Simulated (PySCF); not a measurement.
**Correlation energy of Mn⁺ (manganese, charge +1)**

[Ar] 3d5 4s1, high-spin 7S determinant. Calculation: PySCF 2.14, in 6-31G* (5s4p2d1f, 34 functions); no relativity, point nucleus. Frozen: [Ar]; 6 electrons correlated.

MP2 pair energies summed by pair of shells (mhartree):

```csv
pair,energy,share (%)
3d-3d,-40.44,85.9
3d-4s,-6.62,14.1
```

Total MP2 correlation energy: -47.06 mhartree.

Same-spin part -47.06 and opposite-spin part 0.00 mhartree; SCS-MP2 scales them by 1/3 and 6/5 to -15.69 mhartree.
